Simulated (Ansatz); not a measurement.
One change: `[NH2][GaH][AlH2]` becomes `[NH2][GaH][OH]`.

Ansatz, PBE0-D4/def2-TZVP geometries, multiplicity 1. Each molecule was computed in one conformer, which needn't be the lowest.

Scalar relativity is left out up to krypton.

```
                                        property  `[NH2][GaH][AlH2]`
             HOMO–LUMO gap (PBE/def2-TZVPP) / eV                3.18
  zero-point energy (PBE0-D4/def2-TZVP) / kJ/mol               119.3
             HOMO energy (B3LYP/def2-TZVPP) / eV               -6.78
               LUMO energy (PBE/def2-TZVPP) / eV               -2.74
             LUMO energy (B3LYP/def2-TZVPP) / eV               -2.20
size of the dipole moment (B3LYP/def2-TZVPP) / D                1.03
```

(1) What does the change do to each property? (Best estimate.)

## Answers

(1) Ansatz gave: 
```csv
property,`[NH2][GaH][OH]`,shift
HOMO–LUMO gap (PBE/def2-TZVPP) / eV,5.11,1.93
zero-point energy (PBE0-D4/def2-TZVP) / kJ/mol,119.6,0.3
HOMO energy (B3LYP/def2-TZVPP) / eV,-7.16,-0.38
LUMO energy (PBE/def2-TZVPP) / eV,-0.86,1.88
LUMO energy (B3LYP/def2-TZVPP) / eV,-0.37,1.83
size of the dipole moment (B3LYP/def2-TZVPP) / D,2.34,1.31
```

With PBE0 the HOMO falls by 0.43 eV and the LUMO rises by 1.92 eV, so the gap widens by about 2.35 eV. PBE moves the HOMO by -0.05 eV and ωB97M-V by -0.84 eV. The zero-point energy changes by 0.3 kJ/mol with -3 modes. Dipoles are sizes alone; their direction can turn.

B3LYP here is the variant with VWN-RPA as its local correlation; programs differ in this.
